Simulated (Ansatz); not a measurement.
`C=[C](O)[GaH][CH3]` → `[CH3][Ga]([CH3])[CH]=O`  (isomerisation)

Calculated with Ansatz (gas phase, PBE0-D4/def2-TZVP geometries, no zero-point term in ΔE). CCSD(T)/CBS is the MP2 limit (def2-TZVPP, def2-QZVPP) plus CCSD(T) − MP2 in def2-TZVPP, frozen cores. DFT in def2-TZVPP. B3LYP here is the variant with VWN-RPA as its local correlation; programs differ in this. For Ga outer-core shells are correlated without core-valence functions, which leaves a few kJ/mol of doubt a bond. Scalar relativity is left out up to krypton. One conformer a species, not always the lowest.

| level | ΔE (kcal/mol) | difference from CCSD(T)/CBS |
| --- | --- | --- |
| PBE-D4 | -5.1 | -0.5 |
| r2SCAN-D4 | -4.5 | 0.1 |
| PBE0-D4 | -4.1 | 0.5 |
| B3LYP-D4 | -4.9 | -0.3 |
| ωB97X-V | -5.4 | -0.8 |
| ωB97M-V | -4.4 | 0.2 |
| B2PLYP | -5.7 | -1.1 |
| PBE | -5.5 | -0.9 |
| r2SCAN | -4.6 | 0.0 |
| PBE0 | -4.4 | 0.2 |
| B3LYP | -5.6 | -1.0 |
| HF/def2-TZVPP | -5.1 | -0.5 |
| MP2/def2-TZVPP | -5.3 | -0.7 |
| SCS-MP2/def2-TZVPP | -6.1 | -1.5 |
| CCSD/def2-TZVPP | -5.4 | -0.8 |
| CCSD(T)/def2-TZVPP | -5.3 | -0.7 |
| HF/def2-QZVPP | -5.1 | -0.5 |
| MP2/def2-QZVPP | -4.9 | -0.3 |
| SCS-MP2/def2-QZVPP | -5.7 | -1.1 |
| HF/CBS(def2) | -5.1 | -0.5 |
| MP2/CBS(def2) | -4.6 | 0.0 |
| CCSD/CBS(def2) | -4.7 | -0.1 |
| CCSD(T)/CBS | -4.6 | 0 |

Largest T1 diagnostic among the species: 0.014.

From PBE to PBE0 (25 % exact exchange), in def2-TZVPP and without D4, ΔE moves by +1.1 kcal/mol.

CCSD(T)/CBS has its own doubt, a few kJ/mol and more with outer-core shells, so smaller differences from it don't rank the levels.
